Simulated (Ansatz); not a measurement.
CuMe2 (C₂H₆Cu), relaxed as a doublet with UKS r2SCAN-D4/def2-TZVP in Ansatz, starting from the GFN2-xTB geometry. Force threshold 0.02 eV/Å.

Start:

```xyz
9

Cu    0.000    0.000    0.000
C     1.888   -0.766    0.183
H     1.938   -1.571    0.927
H     2.615   -0.006    0.493
H     2.257   -1.186   -0.761
C    -1.888    0.766   -0.183
H    -2.599    0.027   -0.572
H    -1.922    1.625   -0.864
H    -2.289    1.111    0.777
```

Question: Estimate the energy that the relaxation releases and the steps that it takes.

Answer: 18.4 kJ/mol, in 4 steps; 13 s on 4 threads of Arm Neoverse V1 on a shared host. No frequencies were taken in this run, so the end may be a saddle point.

Question: Does the start keep its bonding and symmetry?

Answer: By distances, no bond broke or formed. The bond that changes most is Cu1–C6, from 2.05 to 1.93 Å (atoms count from 1). Point group D3 at the start, D3 at the end, both within 0.05 Å.

Question: Predict the relaxed structure.

Answer: 
Cartesian coordinates in Å:
```
Cu 0.000 0.000 0.000
C 1.779 -0.722 0.172
H 1.797 -1.524 0.919
H 2.481 0.059 0.485
H 2.121 -1.132 -0.784
C -1.779 0.722 -0.172
H -2.466 -0.038 -0.561
H -1.782 1.575 -0.859
H -2.152 1.060 0.801
```
Bond lengths: 2 × C–Cu 1.93 Å; 6 × C–H 1.10 Å.
